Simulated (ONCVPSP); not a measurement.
## Varying the ONCV potential for Hf

Base potential:

```json
{"Element": "Hf", "Generator": "ONCVPSP 4.0.1", "Type": "optimised norm-conserving Vanderbilt (ONCV)", "Functional": "PBE", "Relativity": "scalar-relativistic", "Frozen core": "[Kr] 4d10", "Valence charge": "26", "Reference configuration": "4f13 5s2 5p6 5d3 6s2", "Partial waves": "5s+6s: rc 1.70 bohr, ncon 3, nbas 6, qcut 7.1 1/bohr, 2 projectors; 5p: rc 2.15 bohr, ncon 3, nbas 6, qcut 7.7 1/bohr, 2 projectors, debl 2.8 Ha; 5d: rc 2.90 bohr, ncon 3, nbas 8, qcut 4.3 1/bohr, 3 projectors, debl 3.2 Ha; 4f: rc 0.95 bohr, ncon 3, nbas 8, qcut 16.1 1/bohr, 2 projectors, debl 3.2 Ha", "Local potential": "polynomial inside 0.60 bohr (lpopt 5, dvloc0 1 Ha)", "Core correction": "none"}
```

All-electron outer shells of the reference configuration (PBE, scalar-relativistic, ld1.x):

```csv
shell,level (eV),outermost node (bohr),outermost maximum (bohr)
4d,-215.42,0.23,0.47
5s,-71.04,0.55,1.01
5p,-38.63,0.59,1.15
4f,-24.62,–,0.45
6s,-5.33,1.34,2.82
5d,-3.71,0.66,1.61
```

Cutoffs, loose and tight: the cutoffs (Ha) at which the residual kinetic energy of the hardest occupied pseudo-wave falls to 1 and 0.1 mHa per electron. They do not see the model core or the augmentation charge, which bear on the density cutoff. Test errors are all-electron minus pseudo excitation energies from the reference, over the configurations 4f14 5s2 5p6 5d2 6s2; 4f14 5s2 5p6 5d2 6s1; 4f14 5s2 5p6 5d2 6s0; 4f13 5s2 5p6 5d2 6s2. A dash means not determined; rows that change the core or the reference have their own tests.

A true bound ghost makes a file unfit for plane-wave use even where its test errors are small: the radial tests pick states by their node count and pass the ghost by.

```csv
change,outcome,"cutoff, loose","cutoff, tight",bound ghosts,GHOST(+) flags above zero,largest test error (meV)
base,generated,120 Ha,200 Ha,"s, p, d",none,-307
"local potential polynomial inside 0.60 bohr (lpopt 5, dvloc0 -3 Ha)",generated,120 Ha,200 Ha,"s, p, d",s,-302
"core [Kr] 4d10 4f14, valence charge 12; reference 5s2 5p6 5d2; waves now 5s: rc 1.55 bohr, ncon 4, nbas 7, qcut 5.8 1/bohr, 2 projectors, debl 2.5 Ha; 5p: rc 1.85 bohr, ncon 3, nbas 6, qcut 7.2 1/bohr, 2 projectors, debl 3.1 Ha; 5d: rc 2.85 bohr, ncon 4, nbas 9, qcut 6.4 1/bohr, 2 projectors, debl 1.6 Ha; local potential polynomial inside 1.15 bohr (lpopt 5, dvloc0 0 Ha)","generated, projector energies reset by the program",24 Ha,50 Ha,none,"s, d",+54
"core correction Teter function fitted to the true core (icmod 2), fcfact 0.3",generated,120 Ha,200 Ha,"s, p, d",none,-329
f: rc 0.92,generated,124 Ha,342 Ha,"s, p, d",none,-321
s: qcut 9.7,generated,120 Ha,200 Ha,"s, p, d",s,-335
```

Q: What comes out with this change to the base: f: ncon 4, nbas 9?

A: outcome: generated; cutoff, loose: 126 Ha; cutoff, tight: 349 Ha; bound ghosts: s, p, d; GHOST(+) flags above zero: none; largest test error (meV): -343.

Q: What comes out with this change to the base: s: qcut 8.2; p: qcut 8.9; d: qcut 5; f: qcut 18.5?

A: outcome: generated; cutoff, loose: 144 Ha; cutoff, tight: 156 Ha; bound ghosts: s, p, d; GHOST(+) flags above zero: s; largest test error (meV): -294.
